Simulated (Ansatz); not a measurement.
Frontier orbitals of CH3CuF3P (`[CH3][Cu-][P+](F)(F)F`).

The species carries charge 0 and has multiplicity 1. For Cu the d shell is correlated and the shells below it are frozen. Scalar relativity is left out up to krypton. The structure was optimised at the PBE0-D4/def2-TZVP level. It is one conformer, not always the lowest. Basis def2-TZVPP, Ansatz 0.2.0.

Orbital energies of one run (eV). Highest occupied ones, from the top: -5.98, -7.59, -7.59, -7.70, -7.70, -7.84, -9.63, -9.63, -11.20, -12.67, -13.10, -13.10, -14.16, -14.16. Empty: -1.83, -1.83, 0.40, 1.44, 2.56, 2.56.

Problem. Which functional gave them?
A. PBE
B. ωB97X-V
C. r2SCANh
D. CAM-B3LYP

Solution. C. HOMO energies: r2SCANh -5.98, ωB97X-V -8.80, CAM-B3LYP -7.87, PBE -5.49 eV.
